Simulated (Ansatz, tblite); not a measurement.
Spin states of AgCl₂⁻, each relaxed with PBE0-D4/def2-TZVPD in Ansatz. Electronic energies in the gas phase.

In the def2 sets Ag takes a core potential; there is no spin–orbit coupling. The xTB rows come from tblite. Correlated methods freeze 10 core orbitals; core or outer-core shells of Ag are correlated, in sets that lack core-valence functions. In CCSD on the charge -1 quintet the largest single amplitude is 0.31, so its Hartree–Fock determinant may place the open shell otherwise than the density functionals do. HOMO above LUMO, or a gap near zero within one spin, warns that the state may not be the lowest or that an electron is smeared out. In the quintet geometry the species has come apart into loosely held pieces. The structure comes from a short search, and lower isomers may exist.

Singlet geometry (D∞h within 0.1 Å):

```
atom   x (Å)   y (Å)   z (Å)
 Ag1   0.000   0.000   0.000
 Cl2  -1.302  -0.071  -1.938
 Cl3   1.302   0.071   1.938
```

Triplet geometry (C2v within 0.1 Å):

```xyz
3

Ag    0.927   -0.640   -0.138
Cl   -0.462    0.682   -1.598
Cl   -0.465   -0.042    1.736
```

Quintet geometry (Cs within 0.1 Å):

```xyz
3

Ag    0.451   -0.086    0.386
Cl    2.244    1.004    1.633
Cl   -2.695   -0.919   -2.019
```

Run but left out: B97M-V/def2-TZVPD (quintet: an occupied level 0.00 eV above an empty one).

Only these spin states were relaxed. The quintet has fallen apart into loose fragments. The quintet has other bonds than the singlet, so the gap mixes isomer and spin.

Second-order perturbation terms are unreliable where d shells bring near-degenerate states, and here MP2/def2-TZVPD, MP2/def2-TZVPPD lie more than 0.4 eV from the median of the functionals without such a term.

Estimate which spin state lies lowest at each of these levels, and by how much: GFN2-xTB; HF/def2-TZVPD; HF/def2-TZVPPD; PBE-D4/def2-TZVPD; r2SCAN-D4/def2-TZVPD; PBE0-D4/def2-TZVPD; r2SCAN0-D4/def2-TZVPD; CAM-B3LYP-D4/def2-TZVPD; RPA@PBE/def2-TZVPD; MP2/def2-TZVPD; MP2/def2-TZVPPD; CCSD(T)/def2-TZVPPD.


```json
{"level": "GFN2-xTB", "triplet − singlet (kcal/mol)": "85.7", "quintet − singlet (kcal/mol)": "225.6", "lowest of these": "singlet", "remarks": "–"}
{"level": "HF/def2-TZVPD", "triplet − singlet (kcal/mol)": "88.0", "quintet − singlet (kcal/mol)": "195.3", "lowest of these": "singlet", "remarks": "HOMO above zero (quintet)"}
{"level": "HF/def2-TZVPPD", "triplet − singlet (kcal/mol)": "86.9", "quintet − singlet (kcal/mol)": "194.3", "lowest of these": "singlet", "remarks": "HOMO above zero (quintet)"}
{"level": "PBE-D4/def2-TZVPD", "triplet − singlet (kcal/mol)": "76.1", "quintet − singlet (kcal/mol)": "223.6", "lowest of these": "singlet", "remarks": "HOMO above zero (quintet), HOMO above zero (triplet), gap within one spin near zero (quintet)"}
{"level": "r2SCAN-D4/def2-TZVPD", "triplet − singlet (kcal/mol)": "76.8", "quintet − singlet (kcal/mol)": "226.3", "lowest of these": "singlet", "remarks": "HOMO above zero (quintet), HOMO above zero (triplet), gap within one spin near zero (quintet)"}
{"level": "PBE0-D4/def2-TZVPD", "triplet − singlet (kcal/mol)": "83.1", "quintet − singlet (kcal/mol)": "229.7", "lowest of these": "singlet", "remarks": "HOMO above zero (quintet)"}
{"level": "r2SCAN0-D4/def2-TZVPD", "triplet − singlet (kcal/mol)": "83.1", "quintet − singlet (kcal/mol)": "229.1", "lowest of these": "singlet", "remarks": "HOMO above zero (quintet)"}
{"level": "CAM-B3LYP-D4/def2-TZVPD", "triplet − singlet (kcal/mol)": "86.8", "quintet − singlet (kcal/mol)": "233.8", "lowest of these": "singlet", "remarks": "HOMO above zero (quintet)"}
{"level": "RPA@PBE/def2-TZVPD", "triplet − singlet (kcal/mol)": "78.9", "quintet − singlet (kcal/mol)": "209.4", "lowest of these": "singlet", "remarks": "–"}
{"level": "MP2/def2-TZVPD", "triplet − singlet (kcal/mol)": "98.4", "quintet − singlet (kcal/mol)": "248.6", "lowest of these": "singlet", "remarks": "HOMO above zero (quintet)"}
{"level": "MP2/def2-TZVPPD", "triplet − singlet (kcal/mol)": "104.2", "quintet − singlet (kcal/mol)": "255.8", "lowest of these": "singlet", "remarks": "HOMO above zero (quintet)"}
{"level": "CCSD(T)/def2-TZVPPD", "triplet − singlet (kcal/mol)": "90.1", "quintet − singlet (kcal/mol)": "234.6", "lowest of these": "singlet", "remarks": "HOMO above zero (quintet)"}
```

Change of the quintet − singlet gap on mixing in exact exchange, in kcal/mol: PBE to PBE0 (25 % exact exchange) 6.0; r2SCAN to r2SCAN0 (25 % exact exchange) 2.8. The xTB methods have no spin-polarisation term.

| state | donor atoms | mean metal–ligand distance (Å) | range (Å) | Mulliken spin on the metal (PBE0) |
| --- | --- | --- | --- | --- |
| singlet | 2 | 2.336 | 2.34–2.34 | 0 |
| triplet | 2 | 2.410 | 2.41–2.41 | 1.40 |
| quintet | 1 | 2.441 | 2.44–2.44 | 2.57 |

⟨S²⟩ at PBE0-D4/def2-TZVPD: singlet 0.00 (pure 0.00), triplet 2.01 (pure 2.00), quintet 6.01 (pure 6.00).
